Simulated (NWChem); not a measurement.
System: CF3 cation

NWChem printed, in part:

```
             Northwest Computational Chemistry Package (NWChem) 7.3.0
             --------------------------------------------------------

 D3H symmetry detected

                             Geometry "geometry" -> ""
                             -------------------------

 Output coordinates in angstroms (scale by  1.889725989 to convert to a.u.)

  No.       Tag          Charge          X              Y              Z
 ---- ---------------- ---------- -------------- -------------- --------------
    1 F                    9.0000     0.86842601     0.86842601     0.00000000
    2 C                    6.0000    -0.00000000    -0.00000000     0.00000000
    3 F                    9.0000    -1.18629200     0.31786598     0.00000000
    4 F                    9.0000     0.31786598    -1.18629200     0.00000000

 Effective nuclear repulsion energy (a.u.)     130.2524523609

      Symmetry information
      --------------------

 Group name             D3h
 Group number             27
 Group order              12
 No. of unique centers     2

                                 NWChem DFT Module
                                 -----------------

 Summary of "ao basis" -> "ao basis" (spherical)
 ------------------------------------------------------------------------------
       Tag                 Description            Shells   Functions and Types
 ---------------- ------------------------------  ------  ---------------------
 F                           3-21g                   5        9   3s2p
 C                           3-21g                   5        9   3s2p

      Symmetry analysis of basis
      --------------------------

        a1'         8
        a1"         0
        a2'         2
        a2"         4
        e'         18
        e"          4

  Rotation of axis

            General Information
            -------------------
          SCF calculation type: DFT
          Wavefunction type:  closed shell.
          No. of atoms     :     4
          No. of electrons :    32
           Alpha electrons :    16
            Beta electrons :    16
          Charge           :     1
          Spin multiplicity:     1
          Use of symmetry is: on ; symmetry adaption is: on
          Maximum number of iterations: 150
          AO basis - number of functions:    36
                     number of shells:    20
          Convergence on energy requested:  1.00D-06
          Convergence on density requested:  1.00D-05
          Convergence on gradient requested:  5.00D-04

              XC Information
              --------------
                         B3LYP Method XC Potential
                     Hartree-Fock (Exact) Exchange  0.200
                        Slater Exchange Functional  0.800 local
                    Becke 1988 Exchange Functional  0.720 non-local
              Lee-Yang-Parr Correlation Functional  0.810
                  VWN I RPA Correlation Functional  0.190 local

             Grid Information
             ----------------
          Grid used for XC integration:  medium
          Radial quadrature: Mura-Knowles
          Angular quadrature: Lebedev.
          Tag              B.-S. Rad. Rad. Pts. Rad. Cut. Ang. Pts.
          ---              ---------- --------- --------- ---------
          F                   0.50       49           6.0       434
          C                   0.70       49           5.0       434
          Grid pruning is: on
          Number of quadrature shells:    98
          Spatial weights used:  Erf1

      Superposition of Atomic Density Guess
      -------------------------------------

 Sum of atomic energies:        -334.03583417

 Renormalizing density from      33.00 to     32

      Non-variational initial energy
      ------------------------------

 Total energy =    -329.044441
 1-e energy   =    -703.433335
 2-e energy   =     244.136442
 HOMO         =      -1.014307
 LUMO         =      -0.299173

      Symmetry analysis of molecular orbitals - initial
      -------------------------------------------------

  Numbering of irreducible representations:

     1 a1'         2 a1"         3 a2'         4 a2"         5 e'
     6 e"

  Orbital symmetries:

     1 a1'         2 e'          3 e'          4 a1'         5 a1'
     6 e'          7 e'          8 a1'         9 e'         10 e'
    11 a2"        12 e'         13 e'         14 e"         15 e"
    16 a2'        17 a2"        18 a1'        19 e'         20 e'
    21 a2"        22 e'         23 e'         24 a1'        25 e"
    26 e"

     ---------------------------------------------
      Total Density - Mulliken Population Analysis
     ---------------------------------------------

    Atom       Charge   Shell Charges
 -----------   ------   -------------------------------------------------------
    1 F    9     9.39   1.99  0.48  2.69  1.50  2.74
    2 C    6     3.82   1.98  0.40  0.92  0.23  0.29
    3 F    9     9.39   1.99  0.48  2.69  1.50  2.74
    4 F    9     9.39   1.99  0.48  2.69  1.50  2.74

   convergence    iter        energy       DeltaE   RMS-Dens  Diis-err
 ---------------- ----- ----------------- --------- --------- ---------
 d= 0,ls=0.0,diis     1   -335.1049788703 -4.65D+02  4.79D-02  2.75D+00
 d= 0,ls=0.0,diis     2   -334.8187289106  2.86D-01  2.67D-02  6.77D+00
 d= 0,ls=0.0,diis     3   -335.3684585566 -5.50D-01  6.28D-04  2.35D-03
 d= 0,ls=0.0,diis     4   -335.3686033601 -1.45D-04  2.04D-04  2.29D-04
 d= 0,ls=0.0,diis     5   -335.3686243616 -2.10D-05  2.15D-05  2.88D-06
 d= 0,ls=0.0,diis     6   -335.3686246515 -2.90D-07  2.01D-06  1.49D-08

         Total DFT energy =     -335.368624651489
      One electron energy =     -711.925576975004
           Coulomb energy =      282.588506421368
    Exchange-Corr. energy =      -36.284006458775
 Nuclear repulsion energy =      130.252452360922

 Numeric. integr. density =       32.000004671329

                  Occupations of the irreducible representations
                  ----------------------------------------------

                     irrep           alpha         beta
                     --------     --------     --------
                     a1'               4.0          4.0
                     a1"               0.0          0.0
                     a2'               1.0          1.0
                     a2"               1.0          1.0
                     e'                8.0          8.0
                     e"                2.0          2.0

                       DFT Final Molecular Orbital Analysis
                       ------------------------------------

 Vector   14  Occ=2.000000D+00  E=-8.201898D-01  Symmetry=e"
              MO Center=  4.6D-01, -4.0D-01,  9.7D-16, r^2= 1.5D+00
   Bfn.  Coefficient  Atom+Function         Bfn.  Coefficient  Atom+Function
  ----- ------------  ---------------      ----- ------------  ---------------
    36      0.461989  4 F  pz                32      0.446604  4 F  pz
     9     -0.353245  1 F  pz                 5     -0.341481  1 F  pz
    27     -0.108744  3 F  pz                23     -0.105122  3 F  pz

 Vector   15  Occ=2.000000D+00  E=-8.201898D-01  Symmetry=e"
              MO Center= -4.6D-01,  4.0D-01,  2.8D-19, r^2= 1.5D+00
   Bfn.  Coefficient  Atom+Function         Bfn.  Coefficient  Atom+Function
  ----- ------------  ---------------      ----- ------------  ---------------
    27      0.470676  3 F  pz                23      0.455001  3 F  pz
     9     -0.329513  1 F  pz                 5     -0.318539  1 F  pz
    36     -0.141163  4 F  pz                32     -0.136462  4 F  pz

 Vector   16  Occ=2.000000D+00  E=-7.879056D-01  Symmetry=a2'
              MO Center=  4.7D-16,  9.1D-16, -9.2D-31, r^2= 1.9D+00
   Bfn.  Coefficient  Atom+Function         Bfn.  Coefficient  Atom+Function
  ----- ------------  ---------------      ----- ------------  ---------------
    22      0.332424  3 F  py                30     -0.332424  4 F  px
    26      0.326294  3 F  py                34     -0.326294  4 F  px
     3      0.243351  1 F  px                 4     -0.243351  1 F  py
     7      0.238864  1 F  px                 8     -0.238864  1 F  py
    21      0.089073  3 F  px                31     -0.089073  4 F  py

 Vector   17  Occ=0.000000D+00  E=-4.069511D-01  Symmetry=a2"
              MO Center= -1.7D-17,  1.3D-16,  3.1D-16, r^2= 1.2D+00
   Bfn.  Coefficient  Atom+Function         Bfn.  Coefficient  Atom+Function
  ----- ------------  ---------------      ----- ------------  ---------------
    14      0.625004  2 C  pz                18      0.458685  2 C  pz
     9     -0.282846  1 F  pz                27     -0.282846  3 F  pz
    36     -0.282846  4 F  pz                 5     -0.249735  1 F  pz
    23     -0.249735  3 F  pz                32     -0.249735  4 F  pz

 Vector   18  Occ=0.000000D+00  E=-2.260023D-01  Symmetry=a1'
              MO Center=  1.7D-16,  4.8D-16, -2.7D-17, r^2= 1.5D+00
   Bfn.  Coefficient  Atom+Function         Bfn.  Coefficient  Atom+Function
  ----- ------------  ---------------      ----- ------------  ---------------
    15      1.568545  2 C  s                  6     -0.531436  1 F  s
    24     -0.531436  3 F  s                 33     -0.531436  4 F  s
    25     -0.378155  3 F  px                35     -0.378155  4 F  py
     7      0.276829  1 F  px                 8      0.276829  1 F  py
    21     -0.239976  3 F  px                31     -0.239976  4 F  py

 Vector   19  Occ=0.000000D+00  E=-2.019212D-02  Symmetry=e'
              MO Center=  5.1D-02,  1.3D-02, -3.5D-22, r^2= 1.4D+00
   Bfn.  Coefficient  Atom+Function         Bfn.  Coefficient  Atom+Function
  ----- ------------  ---------------      ----- ------------  ---------------
    16      0.981238  2 C  px                24      0.787521  3 F  s
    12      0.585165  2 C  px                33     -0.570729  4 F  s
    17     -0.556205  2 C  py                25      0.442872  3 F  px
    35     -0.360584  4 F  py                13     -0.331695  2 C  py
     8      0.282109  1 F  py                21      0.255536  3 F  px

     ---------------------------------------------
      Total Density - Mulliken Population Analysis
     ---------------------------------------------

    Atom       Charge   Shell Charges
 -----------   ------   -------------------------------------------------------
    1 F    9     9.08   1.98  0.47  2.48  1.56  2.59
    2 C    6     4.76   1.98  0.49  1.59  0.19  0.51
    3 F    9     9.08   1.98  0.47  2.48  1.56  2.59
    4 F    9     9.08   1.98  0.47  2.48  1.56  2.59

     -------------------------------------------
      Total Density - Lowdin Population Analysis
     -------------------------------------------

    Atom       Charge   Shell Charges
 -----------   ------   -------------------------------------------------------
    1 F    9     8.85   1.98  0.63  2.45  1.13  2.66
    2 C    6     5.46   1.97  0.45  1.49  0.42  1.14
    3 F    9     8.85   1.98  0.63  2.45  1.13  2.66
    4 F    9     8.85   1.98  0.63  2.45  1.13  2.66

     Multipole analysis of the density
     ---------------------------------

     L   x y z        total         alpha         beta         nuclear
     -   - - -        -----         -----         ----         -------
     0   0 0 0      1.000000    -16.000000    -16.000000     33.000000

     1   1 0 0      0.000000      0.000000      0.000000     -0.000000
     1   0 1 0     -0.000000     -0.000000     -0.000000      0.000000
     1   0 0 1      0.000000      0.000000      0.000000      0.000000

     2   2 0 0    -12.501478    -42.608496    -42.608496     72.715515
     2   1 1 0     -0.000000     -0.000000     -0.000000      0.000000
     2   1 0 1     -0.000000     -0.000000     -0.000000      0.000000
     2   0 2 0    -12.501478    -42.608496    -42.608496     72.715515
     2   0 1 1     -0.000000     -0.000000     -0.000000      0.000000
     2   0 0 2    -11.966825     -5.983412     -5.983412      0.000000
```

Level: B3LYP/3-21G. The geometry was optimised at PBE0/def2-SVP.

Q: Which NWChem input produces such a log?

A: This is not unique; one that fits is the input that was run:
```
start job
memory heap 200 mb stack 900 mb global 1100 mb
charge 1
geometry units angstroms noautoz
  F      1.186292    -0.317866     0.000000
  C      0.000000     0.000000     0.000000
  F     -0.317866     1.186292     0.000000
  F     -0.868426    -0.868426     0.000000
end
basis spherical
  * library 3-21g
end
dft
  xc b3lyp
  iterations 150
  mulliken
end
task dft energy
```
